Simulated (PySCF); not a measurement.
BH3N, SMILES N[BH], multiplicity 2.

Geometry optimised at PBE0-D3(BJ)/def2-TZVP. The isomer is the one that the SMILES or the coordinates give; other isomers of the formula were not compared.

Two levels are set side by side: PBE/def2-TZVPD (PySCF) and PBE0/def2-TZVPD (PySCF). Same geometry, gas phase. Differences are taken from unrounded values.

| quantity | PBE0 |
|---|---|
| α-spin orbital gap (eV) | 5.36 |
| β-spin orbital gap (eV) | 8.15 |
| dipole moment (D) | 2.26 |
| mean polarisability (bohr³) | 29.0 |

Problem. What does PBE give, and how far is it from PBE0? (An estimate is asked for; the answer gives what the named calculation found.)

Solution. 
```json
[
 {"quantity": "α-spin orbital gap (eV)", "PBE": "3.13", "PBE minus PBE0": "-2.23"},
 {"quantity": "β-spin orbital gap (eV)", "PBE": "5.76", "PBE minus PBE0": "-2.39"},
 {"quantity": "dipole moment (D)", "PBE": "2.33", "PBE minus PBE0": "0.07"},
 {"quantity": "mean polarisability (bohr³)", "PBE": "30.7", "PBE minus PBE0": "1.7"}
]
```

PBE's more diffuse valence density responds more strongly to a field. Differences between two approximate levels are no errors against the true value.

Rough cost on one machine, each run with all the roots and properties that it gave: PBE0 against PBE within a factor of 2.
